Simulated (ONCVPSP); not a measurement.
# Before and after: ONCV potential for Ta (Z = 73)

- Element: Ta
- Generator: ONCVPSP 4.0.1
- Type: optimised norm-conserving Vanderbilt (ONCV)
- Functional: BLYP
- Relativity: scalar-relativistic
- Frozen core: [Kr] 4d10 4f14
- Valence charge: 13
- Reference configuration: 5s2 5p6 5d3 6s1 (charge +1)
- Partial waves: 5s+6s: rc 1.60 bohr, ncon 5, nbas 9, qcut 5.9 1/bohr, 2 projectors; 5p: rc 1.95 bohr, ncon 3, nbas 8, qcut 5.6 1/bohr, 2 projectors, debl 2.5 Ha; 5d: rc 3.00 bohr, ncon 5, nbas 10, qcut 5.6 1/bohr, 1 projector
- Local potential: polynomial inside 1.50 bohr (lpopt 5, dvloc0 0 Ha)
- Core correction: none

Change: p: rc 1.52.

Cutoffs: the cutoffs (Ha) at which the residual kinetic energy of the hardest occupied pseudo-wave falls to 1 and 0.1 mHa per electron; they do not see the model core or the augmentation charge, which bear on the density cutoff. Errors are all-electron minus pseudo energies relative to the spin-unpolarised reference configuration.

Problem. What does the change do?

Solution. The potential gets neither clearly harder nor softer (38 Ha and 85 Ha → 38 Ha and 90 Ha); of the 4 tests that both files solve, the error grows in 0 and shrinks in 1 by more than 15 % and 0.3 meV (median size 5.6 → 5.0 meV); neither file shows a bound ghost.

```csv
quantity,base,changed
"cutoff, loose",38 Ha,38 Ha
"cutoff, tight",85 Ha,90 Ha
loose cutoff by channel,"s 38 Ha, p 11 Ha, d 10 Ha","s 38 Ha, p 11 Ha, d 10 Ha"
bound ghosts,none,none
GHOST(+) flags under 300 eV,s at 257.6 eV,s at 257.6 eV
"error for 5s2 5p6 5d3 6s2, meV [ΔE -8.39 eV]",+5.6,+5.6
"error for 5s2 5p6 5d3 6s0, meV [ΔE 15.05 eV]",-1.3,-1.3
"error for 5s2 5p6 5d2 6s0, meV [ΔE 38.64 eV]",+5.6,+4.4
"error for 5s2 5p6 5d2 6s2, meV [ΔE -0.85 eV]",+22,+21
s: phases at 1.63 bohr within 0.05 rad from the reference energy up to (Ha; the scan ends near 5),to the end of the scan,to the end of the scan
d: phases at 3.05 bohr within 0.05 rad from the reference energy up to (Ha; the scan ends near 5),0.4,0.4
```
